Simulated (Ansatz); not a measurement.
ClY (`[Cl][Y]`), relaxed with RKS PBE0-D4/def2-TZVP in Ansatz 0.2.0 from a GFN2-xTB geometry. The force threshold is 0.005 eV/Å; the program also tests the step.

Total charge 0; spin multiplicity 1. Y takes the def2 core potential.

Start:

```xyz
2

Cl   -0.869    1.074   -0.173
Y     0.869   -1.074    0.173
```

How much energy does the relaxation release, and in how many steps? (Best estimate.)

Ansatz gave: 0.67 eV, in 4 steps, 1 of them rejected.

Which bonds change most? (Estimate.)

Computed: Cl1–Y2 from 2.784 to 2.379 Å.

Give the relaxed structure. (Estimate.)

Computed: 
```xyz
2

Cl   -0.742    0.918   -0.148
Y     0.742   -0.918    0.148
```
